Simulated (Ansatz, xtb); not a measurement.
Relative energy of two isomers of BFH7NSi2

Structure X is `FBN([SiH3])[SiH3]`, a singlet and structure Y is `BN([SiH3])[SiH2]F`, a singlet. Both are isolated molecules in the gas phase, relaxed with PBE0-D3(BJ)/pcseg-1; the shapes shown needn't be the lowest conformers.

X (Å):

```xyz
12

B    -0.8133    1.3482    1.5391
F    -0.8284    1.4390    2.8803
N    -2.0418    1.1634    0.8717
Si   -3.5216    1.0636    1.8521
Si   -2.1348    1.0319   -0.8871
H     0.2466    1.4296    0.9828
H    -3.7370    2.3233    2.6138
H    -4.6401    0.8687    0.8855
H    -3.4618   -0.0953    2.7831
H    -2.7255   -0.2831   -1.2672
H    -3.0028    2.1148   -1.4314
H    -0.7591    1.1531   -1.4390
```

Y (Å):

| atom | x (Å) | y (Å) | z (Å) |
| --- | --- | --- | --- |
| B | -1.3552 | 1.1273 | -1.3587 |
| F | 0.3149 | -0.6113 | 1.8056 |
| N | -1.2028 | 0.2872 | -0.2339 |
| Si | -2.4696 | -0.8204 | 0.3363 |
| Si | 0.3547 | 0.4362 | 0.5543 |
| H | -2.3720 | 1.1344 | -1.9984 |
| H | -0.4335 | 1.8470 | -1.6681 |
| H | -1.9691 | -2.2222 | 0.3031 |
| H | -2.8576 | -0.4711 | 1.7306 |
| H | -3.6294 | -0.6615 | -0.5804 |
| H | 0.5529 | 1.7980 | 1.1077 |
| H | 1.4586 | 0.0264 | -0.3476 |

Quicker runs give these differences E(Y) − E(X): GFN2-xTB −0.207 eV; HF/STO-3G +1.176 eV (at GFN2-xTB geometries); r2SCAN-D4/def2-SVP +0.326 eV (at GFN2-xTB geometries).

Which of the two would you expect CCSD(T)/def2-SVP + ΔMP2/def2-TZVPP electronic energies to favour?

Too close to call at this level: CCSD(T)/def2-SVP + ΔMP2/def2-TZVPP gives E(Y) − E(X) = +0.011 eV.

The same difference at several levels:

```tsv
level	geometry	E(Y) − E(X) (eV)	departure from the last row (eV)	job, with rough time for the two
GFN2-xTB	GFN2-xTB	−0.207	−0.218	optimisation, 0.51 s
HF/STO-3G	GFN2-xTB	+1.176	+1.165	single point, 0.36 s
r2SCAN-D4/def2-SVP	GFN2-xTB	+0.326	+0.315	single point, 4.3 s
PBE0-D3(BJ)/pcseg-1	PBE0-D3(BJ)/pcseg-1	+0.269	+0.257	optimisation, 71 s
HF/def2-SVP	PBE0-D3(BJ)/pcseg-1	+0.233	+0.222	part of the CCSD(T) run
MP2/def2-SVP	PBE0-D3(BJ)/pcseg-1	+0.234	+0.223	part of the CCSD(T) run
CCSD(T)/def2-SVP	PBE0-D3(BJ)/pcseg-1	+0.260	+0.249	single point
CCSD(T)/def2-SVP + ΔMP2/def2-TZVPP	PBE0-D3(BJ)/pcseg-1	+0.011		single point, 39 s
```

As drawn, Y has 1 F–Si, 1 B–H in place of 1 B–F, 1 Si–H.

The largest departure from CCSD(T)/def2-SVP + ΔMP2/def2-TZVPP is that of HF/STO-3G, 1.165 eV. The last row adds to CCSD(T) the change of the MP2 difference between the two basis sets, here −0.249 eV, a large step that makes the value less sure.

With harmonic frequencies from PBE0-D3(BJ)/pcseg-1 (ideal gas, rigid rotor, one conformer each, 298.15 K, 1 atm): on the last row, ΔE + ΔZPE = +0.027 eV. A mode under 50 cm⁻¹ makes harmonic enthalpies and free energies unreliable, so none is given.

The correlated steps freeze 13 core orbitals. Run with Ansatz 0.2.0, xtb 6.7.1; the last row on 2 threads of Arm Neoverse V2 on a shared host.
